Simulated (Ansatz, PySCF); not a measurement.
Spin states of H3O3Ta (SMILES [OH][Ta]([OH])[OH]), each relaxed with B3LYP-D3(BJ)/def2-TZVP.
State 1 (charge 0, multiplicity 1):
```xyz
7

Ta    -0.014    -0.011    -0.022
O     -1.517    -1.087    -0.313
H     -2.028    -1.880    -0.157
O      0.144     1.633    -0.902
H     -0.181     2.301    -1.503
O      1.329    -0.578     1.151
H      2.165    -0.454     1.597
```
State 2 (charge 0, multiplicity 3):
```xyz
7

Ta     0.03299    -0.18046    -0.01833
O     -1.58236    -1.10143    -0.42183
H     -2.29709    -1.72529    -0.32167
O      0.15798     1.34950    -1.22321
H     -0.19818     2.21715    -0.99655
O      1.60001    -0.18995     1.06144
H      2.18474    -0.44523     1.77084
```

| level | energy of the multiplicity-3 state less that of the multiplicity-1 state (kJ/mol) | cost |
|---|---|---|
| PBE/def2-TZVPP | 57.8 | ×1 |
| BLYP/def2-TZVPP | 70.0 | ×1 |
| r2SCAN/def2-TZVPP | 38.2 | ×2 |
| r2SCAN-D4/def2-TZVPP | 38.3 | ×2 |
| PBE0-D3(BJ)/def2-TZVPP | 46.9 | ×2 |
| PBE0-D4/def2-TZVPP | 47.1 | ×2 |
| BHLYP-D4/def2-TZVPP | 52.7 | ×2 |
| wB97M-V/def2-TZVPP | 68.7 | ×5 |
| B2PLYP-D3(BJ)/def2-TZVPP | 68.0 | ×3 |
| B2PLYP-D4/def2-TZVPP | 68.2 | ×3 |
| CCSD/def2-SVP | 63.9 | - |
| CCSD(T)/def2-SVP | 72.0 | ×20 |
| CCSD(T)/def2-TZVPP | 71.1 | ×100 |
| CCSD(T)/CBS(def2-SVP, def2-TZVPP) | 69.6 | ×100 |

The rows run from 38.2 (r2SCAN/def2-TZVPP) to 72.0 kJ/mol (CCSD(T)/def2-SVP). From def2-SVP to def2-TZVPP CCSD(T) changes by -0.9. The dispersion term adds 0.1 in r2SCAN-D4. The 4 functionals in def2-TZVPP without D3 or D4 span 31.8, from r2SCAN to BLYP.

Singlets are restricted, other states unrestricted; no spin–orbit coupling, no relativity up to Kr; see below for the cores. The largest T1 diagnostic is 0.023.

Correlated levels freeze the inner cores; with def2 sets outer-core shells near the valence are correlated too. CBS(a, b) extrapolates the correlation energy as X⁻³ and adds the Hartree–Fock energy of set b.

Doubts at one or more of the structures used: a restricted determinant that unrestricted orbitals would lower (CCSD(T)/def2-TZVPP, CCSD(T)/CBS(def2-SVP, def2-TZVPP)).

Run with Ansatz (Gaussian orbitals); PySCF for the dispersion terms. Each number belongs to the level named beside it. In def2 rows elements past Kr take small-core potentials, without spin–orbit coupling.

Costs are rough ratios of core time to PBE/def2-TZVPP (about 10 s over the structures, on one shared machine); a dash marks a level with no comparable run of its own.

Ansatz is a quantum-chemistry and plane-wave program.
